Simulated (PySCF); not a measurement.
Predicted microwave data (PBE0/pcSseg-1 in PySCF (dipole) on a GFN2-xTB geometry, gas phase) for one isomer of C5H7F3NP:

| Property | Result |
| --- | --- |
| Rotational constants | A = 1377, B = 848.6, C = 613.3 MHz |
| Dipole components | \|μa\| = 1.52 D, \|μb\| = 1.96 D, \|μc\| = 1.05 D |
| Inertial defect | -138.50 u·Å² |
| κ | -0.38 |

**Question.** Which structure is it? (One computed conformer of each.)
A. `[CH3:1][P:2]([CH2:3][CH2:4][C:5]#[N:6])[C:7]([F:8])([F:9])[F:10]` with C1–P2–C3–C4 -174°, P2–C3–C4–C5 -171°
B. `[CH3:1][C:2]#[C:3][P:4]([NH:5][CH3:6])[C:7]([F:8])([F:9])[F:10]` with C3–P4–N5–C6 -171°

**Answer.** B. It is CC#CP(NC)C(F)(F)F, an asymmetric top, point group C1. The candidates at the same level (rigid rotor, commonest isotopes):

```csv
SMILES,A (MHz),B (MHz),C (MHz),μa (D),μb (D),μc (D),Δ (u·Å²),point group,rotor
CP(CCC#N)C(F)(F)F,1915,649.9,563.6,2.69,2.16,0.63,-144.79,C1,asymmetric top
CC#CP(NC)C(F)(F)F,1377,848.6,613.3,1.52,1.96,1.05,-138.50,C1,asymmetric top
```

`CP(CCC#N)C(F)(F)F` has A 39 % too high. No structure here is proved a minimum.
